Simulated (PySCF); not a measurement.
## Radiative rates from a computed spectrum

CH6GeN2.
InChI=1S/CH6GeN2/c1-4-2-3/h1-3H2

The calculation used TDDFT PBE0/def2-SVPD, vertical, gas phase, core orbitals frozen in the response (PySCF 2.14.0, density-fitted response routines). Isolated species at its PBE0-D3(BJ)/def2-SVP geometry (one conformer only). The PBE0/def2-SVPD calculation is non-relativistic and has no spin–orbit coupling, an omission that weighs most on germanium. Torsions of this conformer, `[CH2:1]=[N:2][GeH2:3][NH2:4]`: C1–N2–Ge3–N4 -123°, H–N4–Ge3–N2 64°, H–N4–Ge3–N2 -63°.

Computed singlets with f of 0.002 or more:

```json
{"state": "S2", "ν̃ (cm⁻¹)": "48050", "f": "0.033"}
{"state": "S3", "ν̃ (cm⁻¹)": "50090", "f": "0.0029"}
{"state": "S4", "ν̃ (cm⁻¹)": "52670", "f": "0.015"}
{"state": "S5", "ν̃ (cm⁻¹)": "55880", "f": "0.0068"}
{"state": "S6", "ν̃ (cm⁻¹)": "57660", "f": "0.162"}
{"state": "S7", "ν̃ (cm⁻¹)": "59340", "f": "0.0096"}
{"state": "S8", "ν̃ (cm⁻¹)": "60190", "f": "0.134"}
{"state": "S9", "ν̃ (cm⁻¹)": "61350", "f": "0.0036"}
{"state": "S10", "ν̃ (cm⁻¹)": "61490", "f": "0.046"}
```

Problem. Give A, τ, |μ| and ∫σ dE for each state.

Solution. A / s⁻¹ = 0.6670 f (ν̃ / cm⁻¹)² and τ = 1/A in vacuum; |μ| follows from f = (2/3) ΔE |μ|² (atomic units, 1 au = 2.5417 D); ∫σ dE = 109.76 f Mb·eV.

| state | A (s⁻¹) | τ | \|μ\| (D) | ∫σ dE (Mb·eV) |
| --- | --- | --- | --- | --- |
| S2 | 5.2×10⁷ | 19 ns | 1.22 | 3.7 |
| S3 | 4.9×10⁶ | 210 ns | 0.35 | 0.32 |
| S4 | 2.8×10⁷ | 36 ns | 0.78 | 1.6 |
| S5 | 1.4×10⁷ | 71 ns | 0.51 | 0.75 |
| S6 | 3.6×10⁸ | 2.8 ns | 2.44 | 18 |
| S7 | 2.3×10⁷ | 44 ns | 0.59 | 1.1 |
| S8 | 3.2×10⁸ | 3.1 ns | 2.17 | 15 |
| S9 | 9.0×10⁶ | 110 ns | 0.35 | 0.39 |
| S10 | 1.2×10⁸ | 8.5 ns | 1.27 | 5.1 |

These lifetimes count emission to the ground state at the vertical energy alone; relaxation of the geometry and all other decay channels are left out.

Problem. What is the integrated cross-section of all computed states together?

Solution. Σf = 0.413 over S1 to S10, so 109.76 × Σf ≈ 45.4 Mb·eV.

Problem. By what factor does the largest A in the list exceed the smallest?

Solution. S6 has 74 times the rate of S3.

Problem. Suppose S2 emitted 0.3 eV lower with the same transition dipole. How would A change?

Solution. At fixed |μ|, A goes as the cube of the energy: (5.66/5.96)³ = 0.86, which makes τ about 23 ns.

All these states lie below the vertical ionisation energy of 8.88 eV (ΔSCF).
